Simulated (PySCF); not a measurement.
Cl3NbO, SMILES [O]=[Nb]([Cl])([Cl])[Cl] (connectivity only; charge and spin as stated), charge +1, multiplicity 2.

The structure is a stationary point at B3LYP-D3(BJ)/def2-SVP. The spin state was assumed, not searched. The isomer is the one that the SMILES or the coordinates give; other isomers of the formula were not compared. The def2 effective core potentials stand for the cores of Nb; spin–orbit coupling is left out.

Calculation: PySCF 2.14.0 with TDA-PBE/def2-SVPD.

Vertical excitations. Gas-phase values at a fixed geometry.

| state | energy (eV) | λ (nm) | f | main pairs |
|---|---|---|---|---|
| root 1 | 0.29 | 4243 | 0.002 | β HOMO→LUMO 82 %, β HOMO−1→LUMO 14 % |
| root 2 | 0.40 | 3136 | 0.001 | β HOMO−1→LUMO 86 % |
| root 3 | 0.93 | 1332 | 0.005 | β HOMO−3→LUMO 49 %, β HOMO−2→LUMO 44 % |
| root 4 | 0.96 | 1293 | 0.001 | β HOMO−4→LUMO 98 % |
| root 5 | 1.00 | 1234 | 0.008 | β HOMO−3→LUMO 46 %, β HOMO−2→LUMO 42 %, β HOMO−5→LUMO 8 % |
| root 6 | 1.83 | 676 | 0.014 | β HOMO−5→LUMO 81 % |
| root 7 | 1.84 | 674 | 0.007 | β HOMO−6→LUMO 96 % |
| root 8 | 2.16 | 573 | 0.006 | β HOMO−8→LUMO 54 %, β HOMO−7→LUMO 41 % |
| root 9 | 2.34 | 529 | 0.002 | β HOMO−9→LUMO 99 % |
| root 10 | 2.57 | 482 | 0.024 | β HOMO−8→LUMO 36 %, β HOMO−7→LUMO 33 %, β HOMO−10→LUMO 15 % |
Unrestricted roots are not spin-pure.
